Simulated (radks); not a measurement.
Question: These are the eigenvalues of the occupied orbitals of an atom or ion with whole-number occupations (Ry). Calculated with a radial shooting solver on a logarithmic mesh with Libxc functionals: scalar-relativistic Kohn-Sham, LB94 model potential, spin-polarised, spherical densities, finite nucleus; Fermi nuclear charge, rms radius of each element as measured or else 0.836 A^(1/3) + 0.57 fm.

1s up: -4966.655
1s down: -4966.646
2s up: -1088.834
2s down: -1088.677
2p up: -995.7162
2p down: -995.3558
3s up: -431.7884
3s down: -430.8372
3p up: -404.0290
3p down: -403.1606

Which element is it, and in what charge state? The configuration may be excited. Open shells, if any, are filled with parallel spins first.

Answer: Z = 71, lutetium, charge +55: Lu55+ in [Ne] 3s2 3p4. The list shows which subshells hold electrons but not how many an open one holds; the 1s level, -2483.3 hartree, gives Z - s = 70.5 by -(Z - s)^2/2, which with screening and relativity narrows Z to a few neighbours, and the depths of the outer levels then fix element, charge and occupations together.
